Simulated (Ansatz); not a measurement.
```yaml
crystal:
  periodic: [false, false, false]
  atoms:
    - {symbol: O, position_ang: [-0.715575, -0.490795, 1.474038]}
    - {symbol: W, position_ang: [0.017029, -0.094450, 0.006034]}
    - {symbol: F, position_ang: [1.815870, -0.491067, 0.112199]}
    - {symbol: F, position_ang: [-0.850995, -0.990346, -1.353492]}
    - {symbol: S, position_ang: [-0.216430, 1.993057, -0.280280]}
basis:
  gaussian: {orbitals: def2-TZVPD, fitting: {mean_field: cc-pVTZ-jkfit}}
hamiltonian: {xc: {name: PBE-QIDH}}
output: {forces: true}
```

```sh
$ ansatz run in.yaml --threads 4 --pin off --events-out ev --progress --plain --max-ram 10444MiB
```

It prints (some lines left out):

```
Functional definition: PBE-QIDH
Error: <dir> the basis set cc-pVTZ-JKFIT has no functions for W
```

Run time 0.2 s (4 threads of an Arm Neoverse V2 on a shared host); peak host memory 0.37 GiB.
